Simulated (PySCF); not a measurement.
# Static response to an electric field

C₆H₁₃O (charge +1).
Cartesian coordinates in Å at the PBE0-D3(BJ)/def2-SVP level; atoms count from 1:
```
atom  x, y, z in Å
C1     2.4912    0.7721   -0.4070
O2     1.4160    0.5334    0.4841
C3     0.9679   -0.7574    0.5616
C4    -0.0694   -1.1437   -0.5996
C5    -1.2336   -0.3087   -0.3856
C6    -1.1742    1.0745   -0.8061
C7    -2.3750   -0.8098    0.3770
H8     3.3581    0.1440   -0.1471
H9     2.2061    0.5797   -1.4570
H10    2.7672    1.8279   -0.3007
H11    0.4871   -0.9042    1.5396
H12    1.7785   -1.4990    0.4505
H13   -0.2829   -2.2151   -0.4856
H14    0.4325   -0.9443   -1.5573
H15   -2.0865    1.6595   -0.6450
H16   -0.3433    1.4537   -0.1442
H17   -0.7597    1.2021   -1.8181
H18   -2.1568   -1.7083    0.9691
H19   -3.1164   -1.1070   -0.3985
H20   -2.8715   -0.0270    0.9691
```

Level: CAM-B3LYP/def2-SVPD (PySCF), static field, nuclei fixed, core orbitals frozen in the response. The polarisability tensor in these axes (au):

```
x   96.66  3.78 -0.08
y    3.78 72.40 -4.84
z   -0.08 -4.84 62.34
```

Problem. Give the principal values, the mean and the anisotropy Δα = √{½[(α1 − α2)² + (α2 − α3)² + (α1 − α3)²]}.

Solution. Principal values 60.34, 73.80 and 97.25 au; mean 77.13 au = 11.43 Å³ = 12.72 × 10⁻⁴⁰ C²·m²/J; Δα = 32.36 au (42 % of the mean).

Problem. Directions of the eigenvectors, and the extent of the frame along each?

Solution. Largest value along (0.99, 0.15, -0.02), where the nuclei span 6.58 Å; middle along (-0.15, 0.91, -0.38), 3.89 Å; least along (-0.04, 0.38, 0.92), 2.87 Å. The response follows the extents in order.

Problem. Traceless (Buckingham) quadrupole moment about the centre of nuclear charge: eigenvalues?

Solution. -13.19, -2.67, 15.87 D·Å. The values depend on the origin, since the species is charged. The electronic extent ⟨r²⟩ about the same centre is 936 bohr², a root-mean-square distance of 2.16 Å for the 56 electrons.

Problem. What depolarisation ratio follows for Rayleigh scattering of linearly polarised light, taking the static tensor?

Solution. ρ = 3Δα²/(45ᾱ² + 4Δα²) = 3141.5/(267711 + 4188.6) = 0.0116.

One conformer (not necessarily the lowest) at the PBE0-D3(BJ)/def2-SVP geometry, without solvent, vibrations or thermal averaging.
